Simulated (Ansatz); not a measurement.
# Molecular dynamics of CH7AlClNSi

input.yaml

```yaml
crystal:
  periodic: [false, false, false]
  atoms:
    - { symbol: C, position_ang: [-1.920267, 0.793106, -0.193532] }
    - { symbol: Si, position_ang: [-0.121748, 0.456828, -0.556188] }
    - { symbol: Cl, position_ang: [0.786604, 2.365404, -0.792174] }
    - { symbol: "N", position_ang: [0.663379, -0.442913, 0.676287] }
    - { symbol: Al, position_ang: [2.031603, -1.524482, 0.526954] }
    - { symbol: H, position_ang: [-2.358579, 1.431525, -0.966287] }
    - { symbol: H, position_ang: [-2.487112, -0.143141, -0.163482] }
    - { symbol: H, position_ang: [-2.044609, 1.297485, 0.769401] }
    - { symbol: H, position_ang: [0.07441, -0.208573, -1.824644] }
    - { symbol: H, position_ang: [0.364773, -0.170431, 1.630348] }
    - { symbol: H, position_ang: [2.473164, -1.843208, -0.864623] }
    - { symbol: H, position_ang: [2.615281, -2.0667, 1.79194] }
basis:
  gaussian: { orbitals: STO-3G }
hamiltonian:
  xc: pbe0
  dispersion: d4
md:
  timestep: 0.5
  n_steps: 193
  ensemble: nve
  temperature: 1000.0
  initial_velocities: maxwell_boltzmann
  seed: 260674
scf:
  lower_state_search: "off"
```

Launched with:

```bash
$ ansatz run input.yaml --threads 1 --pin off --max-ram 2048MiB --backend cpu --events-out ev --progress --plain --runs-dir out
```

It starts from a relaxed structure.

Output, in part (step lines, the closing report, with atoms numbered from 0):

```
md step     0: t =     0.00 fs  T =  1000.0 K  F+E_penalty+E_count = -29289.61840879 eV  E_kin = 1.292600 eV  conserved = -29288.32580880 eV  (12 SCF iters)
[... lines left out ...]
Total energy: -29289.05158891 eV, -1076.3527930601 hartree
Atom 0 at    -1.950768     0.879445    -0.182611 Å, force    -1.027653    -1.273018     1.266137 eV/Å
Atom 1 at    -0.213595     0.440433    -0.643887 Å, force     1.217159    -0.177229     2.344632 eV/Å
Atom 2 at     0.809074     2.297058    -0.721974 Å, force    -0.009242     0.298831    -0.655856 eV/Å
Atom 3 at     0.675980    -0.402328     0.605854 Å, force     0.227614    -0.646178    -0.313867 eV/Å
Atom 4 at     2.102312    -1.487670     0.532356 Å, force    -1.623895     1.362187     1.329601 eV/Å
Atom 5 at    -2.521676     1.587575    -0.756126 Å, force    -0.024738     0.217799    -1.325059 eV/Å
Atom 6 at    -2.564440    -0.066116    -0.076106 Å, force     0.681786     1.251021    -0.042141 eV/Å
Atom 7 at    -1.925986     1.392451     0.786866 Å, force     0.165255    -0.518010     0.311048 eV/Å
Atom 8 at    -0.002371    -0.471687    -1.688656 Å, force    -0.078202    -0.105170    -1.641925 eV/Å
Atom 9 at     0.504832    -0.062122     1.573004 Å, force    -0.100825     0.164866    -0.157836 eV/Å
Atom 10 at     2.592823    -2.067534    -0.694407 Å, force     0.337654    -0.422797    -1.198350 eV/Å
Atom 11 at     2.618596    -1.733287     1.906726 Å, force     0.235088    -0.152302     0.083617 eV/Å
Dipole moment:    -0.331985    -0.533550     0.073172 e Å
```

The steps, from the saved trajectory:

```tsv
time (fs)	T (K)	potential energy less start (eV)	conserved less start (meV/atom)
0.0	1000	0.000	0.00
3.0	664	0.438	0.34
6.0	481	0.674	0.23
9.0	323	0.878	0.29
12.0	435	0.733	0.22
15.0	489	0.665	0.30
18.0	697	0.393	0.13
21.0	632	0.479	0.24
24.0	417	0.756	0.25
27.0	320	0.882	0.22
30.0	344	0.852	0.33
33.0	569	0.558	0.09
36.0	405	0.774	0.33
39.0	444	0.722	0.20
42.0	397	0.783	0.28
45.0	501	0.648	0.19
48.0	484	0.670	0.26
51.0	523	0.618	0.17
54.0	381	0.803	0.30
57.0	426	0.744	0.18
60.0	490	0.662	0.28
63.0	649	0.456	0.22
66.0	687	0.406	0.16
69.0	542	0.595	0.25
72.0	389	0.793	0.29
75.0	403	0.775	0.26
78.0	599	0.521	0.21
81.0	641	0.467	0.25
84.0	623	0.490	0.18
87.0	500	0.650	0.28
90.0	445	0.720	0.25
93.0	449	0.715	0.22
96.0	531	0.610	0.27
```

The run went to its last step. The conserved energy stayed within 0.38 meV per atom of its start (net change 0.25 meV per atom), so the integration is sound. The temperature averaged 0.52 of the 1000 K drawn at the start: a run that starts near a minimum puts about half its kinetic energy into the potential. A run of 0.097 ps of so small a system gives no equilibrium averages. Limits of this set-up: minimal basis.

The same pairs are bonded in the first frame and the last. Pairs count as bonded within 1.25 times the sum of covalent radii (0.12 Å more for H–H).

Last frame:

```xyz
12
Properties=species:S:1:pos:R:3
C -1.951 0.879 -0.183
Si -0.214 0.440 -0.644
Cl 0.809 2.297 -0.722
N 0.676 -0.402 0.606
Al 2.102 -1.488 0.532
H -2.522 1.588 -0.756
H -2.564 -0.066 -0.076
H -1.926 1.393 0.787
H -0.002 -0.472 -1.689
H 0.505 -0.062 1.573
H 2.593 -2.067 -0.694
H 2.619 -1.733 1.907
```

Run time: 7.2 min on 1 thread of Intel(R) Xeon(R) Platinum 8488C (Sapphire Rapids), with other jobs on the host, peak memory 0.12 GiB.
